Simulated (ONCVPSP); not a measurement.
What one change does to a pseudopotential (Ce (Z = 58), ONCV)

cerium, optimised norm-conserving Vanderbilt (ONCV), made with ONCVPSP 4.0.1 (PBE, scalar-relativistic). Core [Kr] 4d10 4f1, reference 5s2 5p6 5d1 (charge +2). Waves: 5s: rc 2.50 bohr, ncon 4, nbas 9, qcut 5.7 1/bohr, 2 projectors, debl 0.9 Ha; 5p: rc 1.90 bohr, ncon 4, nbas 8, qcut 4.3 1/bohr, 2 projectors, debl 3.8 Ha; 5d: rc 3.55 bohr, ncon 4, nbas 9, qcut 5.3 1/bohr, 2 projectors, debl 1.2 Ha. Local part: polynomial inside 1.40 bohr (lpopt 5, dvloc0 0 Ha). Core correction: none.

In the s channel the program set the typed energies aside and used -1.961, 0.050 Ha.

All-electron outer shells of the reference configuration (PBE, scalar-relativistic, ld1.x):

```
shell  level (eV)  outermost node (bohr)  outermost maximum (bohr)
   5p      -35.93                   0.81                      1.55
   4f      -18.18                      –                      0.71
   5d      -14.85                   0.92                      2.07
```

Change: local potential polynomial inside 1.65 bohr (lpopt 3, dvloc0 3 Ha).

Cutoffs: the cutoffs (Ha) at which the residual kinetic energy of the hardest occupied pseudo-wave falls to 1 and 0.1 mHa per electron; they do not see the model core or the augmentation charge, which bear on the density cutoff. Errors are all-electron minus pseudo energies relative to the spin-unpolarised reference configuration.

Task: What does the change do?

Result: The potential gets neither clearly harder nor softer (21 Ha and 54 Ha → 21 Ha and 54 Ha); the bound ghost in s disappears; of the 4 tests that both files solve, the error grows in 0 and shrinks in 3 by more than 15 % and 0.3 meV (median size 13.4 → 8.5 meV); the range in which the s phases agree widens (upper end -0.2 → 3.6). In the separable form a ghost depends on how the local part lies against the semilocal potential of the channel, so the choice of the local part can create or remove one.

```tsv
quantity	base	changed
cutoff, loose	21 Ha	21 Ha
cutoff, tight	54 Ha	54 Ha
bound ghosts	s	none
GHOST(+) flags under 300 eV	none	none
error for 5s2 5p6 5d1 6s2, meV [ΔE -17.15 eV]	+15	+10.0
error for 5s2 5p6 5d1 6s1, meV [ΔE -11.08 eV]	+7.4	+4.0
error for 5s2 5p6 5d0, meV [ΔE 19.18 eV]	-16	-16
error for 5s2 5p6 5d1 6s1.5, meV [ΔE -14.71 eV]	+11	+6.9
s: phases at 2.54 bohr within 0.05 rad from the reference energy up to (Ha; the scan ends near 5)	-0.2	3.6
p: phases at 1.93 bohr within 0.05 rad from the reference energy up to (Ha; the scan ends near 5)	4.7	to the end of the scan
d: phases at 3.61 bohr within 0.05 rad from the reference energy up to (Ha; the scan ends near 5)	2.3	2.4
```

 A true bound ghost makes a file unfit for plane-wave use even where its test errors are small: the radial tests pick states by their node count and pass the ghost by.
